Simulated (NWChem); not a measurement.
System: C2H7OS cation; SMILES CS(C)=[OH+]

```xyz
11

C     -0.7744    -0.2825    -1.3949
S      0.0513     0.4547     0.0000
C     -0.7744    -0.2825     1.3949
O      1.4379    -0.3809     0.0000
H     -0.2376     0.0460    -2.2958
H     -1.8029     0.1095    -1.4131
H     -0.7603    -1.3772    -1.2969
H     -0.7603    -1.3772     1.2969
H     -0.2376     0.0460     2.2958
H     -1.8029     0.1095     1.4131
H      2.1959     0.2310     0.0000
```
Atoms are numbered in this order, from 1.

Computed with NWChem. All runs use the structure optimised with PBE0/def2-SVP. Vzz is the largest principal value of the second derivative of the potential at the nucleus (NWChem prints the opposite sign); η is the asymmetry. Non-relativistic.

For level Hartree-Fock/def2-SVP:

| Item | Result |
|---|---|
| Vzz S2 (a.u.) | -2.483 |
| Vzz O4 (a.u.) | 1.972 |

Problem. What are these values for level B3LYP/def2-SVP?

Solution. 
* **Vzz S2 (a.u.)**: -2.313
* **Vzz O4 (a.u.)**: 1.806
